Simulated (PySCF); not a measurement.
Two species compared at the same levels of theory.

First species: C9H12Si.
Z-matrix (Å and degrees, PBE0-D3(BJ)/def2-SVP geometry), rows numbered from 1:
```
C 
C   1  1.3955
C   2  1.3919  1  120.22
C   3  1.4026  2  120.96  1     0.03
C   4  1.5064  3  120.88  2  -179.98
C   5  1.5713  4  113.72  3    58.24
Si  6  1.8946  5   88.99  4  -118.85
C   5  1.5711  4  113.75  3   -57.59
C   4  1.3982  3  118.15  2    -0.04
C   1  1.3927  2  119.44  3     0.00
H   1  1.0924  2  120.25  3   180.00
H   2  1.0929  1  120.04  3  -179.99
H   3  1.0945  2  119.19  1  -179.99
H   5  1.1005  4  107.73  3  -179.68
H   6  1.1000  5  112.89  4   123.57
H   6  1.0995  5  113.61  4     0.55
H   7  1.4968  6  117.50  5  -119.10
H   7  1.4977  6  115.88  5   110.89
H   8  1.0994  5  113.65  4    -0.63
H   8  1.1001  5  112.86  4  -123.67
H   9  1.0937  4  119.18  3  -180.00
H  10  1.0929  1  120.11  2  -180.00
```

Second species: Ti(OiPr)2(OMe)2, C8H20O4Ti (singlet state).
Bonds: Ti1–O2, Ti1–O13, Ti1–O24, Ti1–O29, O2–C3, C3–C4, C3–C5, O13–C14, C14–C15, C14–C16, O24–C25, O29–C30. Hydrogens: H6 on C3; H7, H8, H9 on C4; H10, H11, H12 on C5; H17 on C14; H18, H19, H20 on C15; H21, H22, H23 on C16; H26, H27, H28 on C25; H31, H32, H33 on C30.

Levels: PBE0/def2-SVPD for HOMO energy, LUMO energy, HOMO–LUMO gap and static isotropic polarisability; TDDFT PBE0/def2-SVPD for lowest singlet excitation; TDA PBE0/def2-SVPD for lowest triplet excitation (Tamm–Dancoff). Geometries: PBE0-D3(BJ)/def2-SVP. Each structure is a single optimised conformer of the isolated species, non-relativistic unless stated. Electronic properties by PySCF.

The conformers computed, where there is a choice (atom-mapped SMILES and torsion angles):
- `[cH:1]1[cH:2][cH:3][c:4]([CH:5]2[CH2:6][SiH2:7][CH2:8]2)[cH:9][cH:10]1`: C3–C4–C5–C6 58°

Values for the first species:

| Item | Value |
| --- | --- |
| HOMO energy | -6.98 eV |
| LUMO energy | -0.38 eV |
| HOMO–LUMO gap | 6.60 eV |
| Lowest singlet excitation | 5.35 eV |
| Lowest triplet excitation (Tamm–Dancoff) | 4.00 eV |
| Static isotropic polarisability | 128.7 au |

Task: Estimate the same properties for the second species, and the change in each.

Result: 
| property | first | second | second less first |
| --- | --- | --- | --- |
| HOMO energy | -6.98 eV | -7.45 eV | -0.47 eV |
| LUMO energy | -0.38 eV | -0.65 eV | -0.27 eV |
| HOMO–LUMO gap | 6.60 eV | 6.80 eV | +0.20 eV |
| lowest singlet excitation | 5.35 eV | 5.20 eV | -0.15 eV |
| lowest triplet excitation (Tamm–Dancoff) | 4.00 eV | 4.99 eV | +0.99 eV |
| static isotropic polarisability | 128.7 au | 158.0 au | +29.3 au |

On the first: The polarisability is 19.07 Å³ as a volume (1 au = 0.148185 Å³), or 1.61 au for each of the 80 electrons. No computed singlet falls in the visible range (750 to 380 nm, 1.65 to 3.26 eV); S1 lies 2.09 eV above its blue end.

On the second: In wavenumbers S1 is 41900 cm⁻¹ (1 eV = 8065.54 cm⁻¹). The polarisability is 23.41 Å³ as a volume (1 au = 0.148185 Å³), or 1.29 au for each of the 122 electrons.
